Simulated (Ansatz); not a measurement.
Reaction: C2H4B (SMILES [BH]C=C, doublet) → C2H4B (SMILES C(B)=[CH], doublet)
Each species at its own B3LYP-D3(BJ)/def2-TZVP minimum (Ansatz, an electronic-structure program).

Property: isomerisation energy (electronic), in kcal/mol. Radicals and triplets start from unrestricted determinants; spin-orbit coupling is neglected. CBS(X,Y): correlation extrapolated as X^-3, Hartree-Fock from the larger set. A bracket is a step between two methods taken in the basis named. The functionals are non-relativistic, so their misses hold any scalar relativity. Double hybrids freeze cores in their MP2 part. '+ core + X2C': CCSD(T) terms for core correlation (cc-pwCVTZ) and scalar relativity (cc-pVTZ-DK). The UHF reference of C2H4B ([BH]C=C, doublet) is spin-contaminated (<S^2> up to 0.17 over the pure value in the sets run). The UHF reference of C2H4B (BC=[CH], doublet) is spin-contaminated (<S^2> up to 0.20 over the pure value in the sets run).

CCSD(T)/CBS(cc-pVTZ,cc-pVQZ) + [CCSDT(Q) - CCSD(T)]/cc-pVDZ + core + X2C (Ansatz) gives 4.9 kcal/mol.

**Question.** What does PBE/def2-TZVPD (Ansatz) give here, and how do the other levels compare?

**Answer.** PBE gives 8.7 kcal/mol, 3.8 kcal/mol above it. Differences of the others: r2SCAN/def2-TZVPD (Ansatz) 3.1; PBE0/def2-TZVPD (Ansatz) 2.9; B2PLYP/def2-TZVPD (Ansatz) 0.3; CCSD(T)/CBS(cc-pVTZ,cc-pVQZ) + core + X2C (Ansatz) 0.2 kcal/mol.
